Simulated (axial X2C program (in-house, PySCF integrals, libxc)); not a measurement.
**TaI: the levels of the configuration d2 s2 p(π)0**

Computed with an axial X2C code built on PySCF integrals: two-component X2C with atomic mean-field Coulomb and Gaunt terms, basis Ta dyall-v3z, I dyall-v3z (cores contracted in-house). Orbitals come from Hartree–Fock averaged over the configuration Ta d2 s2 p(π)0; CI then distributes these electrons over the d, s, p(π) shells of Ta.

R = 2.726 Å (near the minimum of the configuration average).

Lowest levels of this model:

```csv
Ω,energy (cm⁻¹),g∥,μ (D),configuration
2,0,2.20,-2.69,91% d2 s2
0,1055,0.00,-2.75,86% d2 s2 + 8% d3 s1
1,2131,2.48,-2.49,86% d2 s2 + 8% d3 s1
3,2786,6.16,-2.83,88% d2 s2 + 6% d3 s1
0,3561,0.00,-2.16,64% d2 s2 + 30% d3 s1
1,4225,2.77,-1.84,65% d2 s2 + 30% d3 s1
2,4797,5.45,-1.95,70% d2 s2 + 24% d3 s1
4,4823,10.18,-2.86,84% d2 s2 + 9% d3 s1
0,5161,0.00,-1.96,49% d2 s2 + 44% d3 s1
0,5292,0.00,-1.11,81% d3 s1 + 16% d2 s2
1,5581,2.27,-1.21,77% d3 s1 + 19% d2 s2
1,6175,2.36,-0.95,71% d3 s1 + 25% d2 s2
0,6177,0.00,-1.64,59% d3 s1 + 35% d2 s2
2,6206,5.41,-1.37,67% d3 s1 + 28% d2 s2
3,7097,8.69,-1.10,81% d3 s1 + 14% d2 s2
0,7272,0.00,-1.24,87% d3 s1 + 7% d2 s2
2,7376,4.11,-1.44,68% d2 s2 + 25% d3 s1
0,8029,0.00,-1.87,57% d2 s2 + 35% d3 s1
0,8435,0.00,-1.36,76% d3 s1 + 17% d2 s2
3,8756,8.28,-1.11,81% d3 s1 + 14% d2 s2
4,9305,11.38,-1.32,89% d3 s1 + 6% d2 s2
3,9809,7.06,-0.86,65% d3 s1 + 31% d2 s2
4,11243,10.19,-0.54,97% d3 s1
5,11901,13.81,-0.33,99% d3 s1
4,13513,8.08,-2.73,87% d2 s2 + 6% d3 s1
5,18929,11.54,-0.89,95% d3 s1
6,22538,13.97,-1.57,88% d3 s1 + 10% d4
5,22619,10.53,-1.43,88% d3 s1 + 9% d4
5,24038,11.96,-1.14,93% d3 s1
```

g∥ is the magnitude of 2⟨Lz + ge Sz⟩ for the +Ω component. μ is positive if the I end is positive.

(1) From Ω and g∥ of the lowest level, whose 2⟨Lz + ge Sz⟩ is positive, find ⟨Sz⟩ and ⟨Lz⟩ (ge = 2.0023).

Occupations of the active spinors in the lowest level by ω, shell by shell in order of energy: -5/2: 0.01; -3/2: 0.00 0.02 0.01; -1/2: 0.01 0.01 0.96 0.01; 1/2: 0.74 0.25 0.91 0.03; 3/2: 0.95 0.04 0.02; 5/2: 0.03. The leading determinant has weight 0.66 among 218.

This point took 8 s on 1 thread of Arm Neoverse N1, on a shared host.

Dynamic correlation is missing, so gaps between terms are too wide and other configurations may lie lower; the lowest level listed is that of this model, not necessarily the ground state. For d shells the ligand-field splittings (σ, π, δ) and their order can be off by a thousand cm⁻¹ or more. At most 4 roots were kept for each Ω > 0 (twice that for Ω = 0) within 3.2 eV of the lowest, so higher up levels can be missing between those listed; levels with Ω > 0 are doubly degenerate and listed once, Ω = 0 levels singly. Some active spinors are only partly of the character that their shell is named for, so the shell names and counts are nominal. States that fill the shells left empty in the average are placed too high.

Answers

(1) Ω = ⟨Lz⟩ + ⟨Sz⟩ = 2 and ⟨Lz⟩ + ge⟨Sz⟩ = 1.100, so ⟨Sz⟩ = -0.90 and ⟨Lz⟩ = 2.90.
